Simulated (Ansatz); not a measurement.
`C[SiH](Cl)Cl` + `[CH3]`• → `[CH2][SiH](Cl)Cl`• + CH₄  (hydrogen abstraction from a C–H bond)

Isolated molecules relaxed with PBE0-D4/def2-TZVP in Ansatz; ΔE leaves out vibrations. CCSD(T)/CBS is the MP2 limit (def2-TZVPP, def2-QZVPP) plus CCSD(T) − MP2 in def2-TZVPP, frozen cores. This one scheme is used for every species. Functionals use def2-TZVPP. B3LYP here is the variant with VWN-RPA as its local correlation; programs differ in this. Open shells (•) are unrestricted, without spin–orbit coupling.

Is it downhill or uphill in electronic energy at CCSD(T)/CBS, and by how much? (An estimate is asked.)

The calculation gave: Downhill: ΔE = -12.2 kJ/mol.

What do these levels give: PBE, B3LYP, r2SCAN0, BHLYP, HF/def2-SVP, MP2/def2-SVP? (An estimate is asked.)

Computed: PBE -16.7, B3LYP -16.9, r2SCAN0 -11.9, BHLYP -15.0, HF/def2-SVP -12.6, MP2/def2-SVP -9.1 kJ/mol.

Largest T1 diagnostic among the species: 0.010.

Leaving LDA and LC-ωPBE aside and taking each functional with its dispersion term where it has one, the values, not all of them listed here, spread over 6.5 kJ/mol, from BLYP-D4 to PBE-QIDH. From BLYP to BHLYP (50 % exact exchange), in def2-TZVPP and without D4, ΔE moves by +4.2 kJ/mol.
